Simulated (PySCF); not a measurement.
How the method moves the HOMO and LUMO of `CC[SiH](O)O`

C2H8O2Si.
Geometry (PBE0-D3(BJ)/def2-SVP, Å), atoms numbered from 1 in this order:
```
atom  x, y, z in Å
C1     1.6118   -0.6013   -0.1395
C2     0.7372    0.6188   -0.4162
Si3   -1.0555    0.3644    0.0181
O4    -1.2756   -0.0390    1.6230
O5    -1.5709   -0.9235   -0.8950
H6     2.6626   -0.4253   -0.4177
H7     1.2551   -1.4754   -0.7052
H8     1.5880   -0.8720    0.9275
H9     1.0983    1.5005    0.1430
H10    0.7817    0.9022   -1.4830
H11   -1.8577    1.6016   -0.2563
H12   -1.5975    0.6550    2.2032
H13   -2.3987   -1.3295   -0.6224
```

Basis pcSseg-2 throughout (PySCF), one geometry. One conformer (not necessarily the lowest) at the PBE0-D3(BJ)/def2-SVP geometry, without solvent, vibrations or thermal averaging.

How do the orbital energies, the gap and the dipole change with the method?

```json
{"method": "BLYP", "kind": "GGA", "HOMO (eV)": "-6.60", "LUMO (eV)": "-0.55", "gap (eV)": "6.05", "μ (D)": "1.59", "SCF cycles": "14"}
{"method": "OPBE", "kind": "GGA", "HOMO (eV)": "-6.60", "LUMO (eV)": "-0.34", "gap (eV)": "6.26", "μ (D)": "1.51", "SCF cycles": "16"}
{"method": "PBE", "kind": "GGA", "HOMO (eV)": "-6.67", "LUMO (eV)": "-0.52", "gap (eV)": "6.15", "μ (D)": "1.56", "SCF cycles": "16"}
{"method": "B97-D", "kind": "GGA", "HOMO (eV)": "-6.69", "LUMO (eV)": "-0.37", "gap (eV)": "6.32", "μ (D)": "1.57", "SCF cycles": "15"}
{"method": "LDA", "kind": "LDA", "HOMO (eV)": "-6.76", "LUMO (eV)": "-0.65", "gap (eV)": "6.11", "μ (D)": "1.63", "SCF cycles": "15"}
{"method": "BP86", "kind": "GGA", "HOMO (eV)": "-6.77", "LUMO (eV)": "-0.42", "gap (eV)": "6.35", "μ (D)": "1.56", "SCF cycles": "15"}
{"method": "KT2", "kind": "GGA", "HOMO (eV)": "-6.78", "LUMO (eV)": "-0.57", "gap (eV)": "6.21", "μ (D)": "1.52", "SCF cycles": "16"}
{"method": "KT3", "kind": "GGA", "HOMO (eV)": "-6.81", "LUMO (eV)": "-0.68", "gap (eV)": "6.13", "μ (D)": "1.51", "SCF cycles": "15"}
{"method": "B97-2", "kind": "global hybrid", "HOMO (eV)": "-7.81", "LUMO (eV)": "0.29", "gap (eV)": "8.10", "μ (D)": "1.64", "SCF cycles": "14"}
{"method": "B3LYP", "kind": "global hybrid", "HOMO (eV)": "-7.87", "LUMO (eV)": "-0.08", "gap (eV)": "7.79", "μ (D)": "1.68", "SCF cycles": "13"}
{"method": "PBE0", "kind": "global hybrid", "HOMO (eV)": "-8.05", "LUMO (eV)": "0.26", "gap (eV)": "8.31", "μ (D)": "1.66", "SCF cycles": "13"}
{"method": "mPW1PW91", "kind": "global hybrid", "HOMO (eV)": "-8.09", "LUMO (eV)": "0.25", "gap (eV)": "8.34", "μ (D)": "1.66", "SCF cycles": "13"}
{"method": "BHandHLYP", "kind": "global hybrid", "HOMO (eV)": "-9.39", "LUMO (eV)": "0.79", "gap (eV)": "10.18", "μ (D)": "1.78", "SCF cycles": "12"}
{"method": "CAM-B3LYP", "kind": "range-separated hybrid", "HOMO (eV)": "-9.48", "LUMO (eV)": "0.93", "gap (eV)": "10.41", "μ (D)": "1.75", "SCF cycles": "12"}
{"method": "wB97X-D", "kind": "range-separated hybrid", "HOMO (eV)": "-9.94", "LUMO (eV)": "1.98", "gap (eV)": "11.92", "μ (D)": "1.70", "SCF cycles": "12"}
{"method": "LC-wPBE", "kind": "range-separated hybrid", "HOMO (eV)": "-10.79", "LUMO (eV)": "2.13", "gap (eV)": "12.92", "μ (D)": "1.75", "SCF cycles": "13"}
{"method": "HF", "kind": "Hartree–Fock", "HOMO (eV)": "-11.40", "LUMO (eV)": "2.51", "gap (eV)": "13.91", "μ (D)": "1.88", "SCF cycles": "10"}
```

The HOMO spans 4.80 eV, from BLYP down to HF, and the gap runs from 6.05 eV (BLYP) to 13.91 eV (HF). Over the methods BLYP (0 %), OPBE (0 %), PBE (0 %), B97-D (0 %), LDA (0 %), BP86 (0 %), KT2 (0 %), KT3 (0 %), B97-2 (21 %), B3LYP (20 %), PBE0 (25 %), mPW1PW91 (25 %), BHandHLYP (50 %), HF (100 %), a straight line through the gap against the share of exact exchange rises by 0.78 eV for each 10 % (correlation coefficient 0.998). The dipole ranges from 1.51 D (OPBE) to 1.88 D (HF). This basis has no diffuse functions.

The vertical ΔSCF ionisation energy at CAM-B3LYP/def2-SVPD is 10.37 eV; −ε(HOMO) comes closest to it with LC-wPBE (10.79 eV) and wB97X-D (9.94 eV).
